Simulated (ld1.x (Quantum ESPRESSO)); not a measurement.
# Before and after: TM potential for Si (Z = 14)

ld1.x (Quantum ESPRESSO) 7.5 input, shortened:

```
&input
   title='Si', zed=14., rel=1, dft='PZ', iswitch=3,
   config='[Ne] 3s2 3p0 3d-2'
 /
 &inputp
   pseudotype=2, tm=.true., lloc=0,
   nlcc=.true., new_core_ps=.true., rcore=0.85
 /
3
3P  2  1   0.00   0.00  1.90  1.90  0.0
3D  3  2  -2.00   0.30  1.95  1.95  0.0
3S  1  0   2.00   0.00  1.40  1.40  0.0
 &test
   configts(1)='3s2 3p0'
 /
```

Change: local potential all-electron potential smoothed inside 1.65 bohr (lloc = -1).

Cutoffs: the cutoffs (Ry, on a coarse ladder) from which the occupation-weighted sum of valence levels, in a spherical-Bessel basis at the reference potential, stays within 10 and 1 mRy of its value at 400 Ry; they do not see the model core or the augmentation charge, which bear on the density cutoff. Errors are all-electron minus pseudo energies relative to the spin-unpolarised reference configuration.

Task: How do hardness, ghosts and transferability respond?

Result: The potential gets neither clearly harder nor softer (35 Ry and 80 Ry → 35 Ry and 70 Ry); of the 9 tests that both files solve, the error grows in 2 and shrinks in 0 by more than 15 % and 0.3 meV (median size 21.9 → 24.2 meV); the range in which the s phases agree narrows (upper end 1.6 → 0.6); neither file shows a bound ghost.

```csv
quantity,base,changed
"cutoff, loose",35 Ry,35 Ry
"cutoff, tight",80 Ry,70 Ry
bound ghosts,none,none
"error for 3s2 3p2, meV [ΔE -23.94 eV]",+31,+34
"error for 3s2 3p1, meV [ΔE -16.11 eV]",+12,+14
"error for 3s1 3p0, meV [ΔE 34.14 eV]",+6.9,+12
"error for 3s0 3p4, meV [ΔE -10.16 eV]",+13,+12
"error for 3s2 3p2.3, meV [ΔE -24.90 eV]",+34,+38
"error for 3s2 3p1.5, meV [ΔE -20.98 eV]",+22,+24
"error for 3s1 3p3, meV [ΔE -17.14 eV]",+24,+24
"error for 3s2 3p2 (spin-polarised), meV [ΔE -24.55 eV]",+39,+42
"error for 3s2 3p1 (spin-polarised), meV [ΔE -16.32 eV]",+15,+16
s: phases at 2.15 bohr within 0.05 rad from the reference energy up to (Ry; the scan ends near 5),1.6,0.6
p: phases at 2.15 bohr within 0.05 rad from the reference energy up to (Ry; the scan ends near 5),2.1,2.2
d: phases at 2.15 bohr within 0.05 rad from the reference energy up to (Ry; the scan ends near 5),3.8,4.0
```
